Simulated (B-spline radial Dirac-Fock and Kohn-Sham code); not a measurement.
Core-hole lifetimes of Sn⁺

System: tin as Sn⁺, configuration [Kr] 4d10 5s2 5p1.

Input of the calculation (task.json; shells as n, l, electrons):

```json
{"items": [{
  "Z": 50,
  "q": 1,
  "cfg": [[1, 0, 2], [2, 0, 2], [2, 1, 6], [3, 0, 2], [3, 1, 6], [3, 2, 10], [4, 0, 2], [4, 1, 6], [4, 2, 10], [5, 0, 2], [5, 1, 1]],
  "A": 120,
  "rrms": 4.6519,
  "do": ["binding", "quiet", "decay"],
  "holes": ["K", "L1", "L2", "L3", "M1", "M2", "M3", "M4", "M5", "N1", "N2", "N3", "N4", "N5"]
}]}
```

Command: `python xray_run.py task.json out`

The computed values come from a radial finite-basis atomic code: a relativistic independent-particle model: LDA orbitals of the hole state, radiative multipoles to third order, Auger rates from the Coulomb interaction with a continuum orbital, Dirac-Fock energies.

Partial widths are in eV. Coster-Kronig decay leaves a hole in the same principal shell; its rates are the weakest part of the model, often 1.5 to 2.5 times too large and more for N holes. Holes without an open Auger channel, or with an unreliable SCF state, are not listed.

```tsv
hole	radiative	Auger	Coster-Kronig	total	fluorescence yield	lifetime (fs)
K	7.14	1.17	0	8.31	0.859	0.0792
L1	0.110	1.35	1.52	2.98	0.0369	0.221
L2	0.182	2.03	0.444	2.66	0.0684	0.247
L3	0.174	2.27	0	2.44	0.0711	0.270
M1	0.00243	0.377	9.88	10.3	0.000237	0.0642
M2	0.00253	0.409	3.79	4.20	0.000602	0.157
M3	0.00244	0.426	4.41	4.84	0.000504	0.136
M4	0.000152	0.493	0	0.493	0.000307	1.34
M5	0.000132	0.501	0	0.501	0.000264	1.31
N1	6.16e-05	0.0154	2.99	3.00	2.05e-05	0.219
N2	0.000193	0.00340	22.1	22.1	8.75e-06	0.0298
N3	0.000163	0.00330	28.1	28.1	5.80e-06	0.0235
```
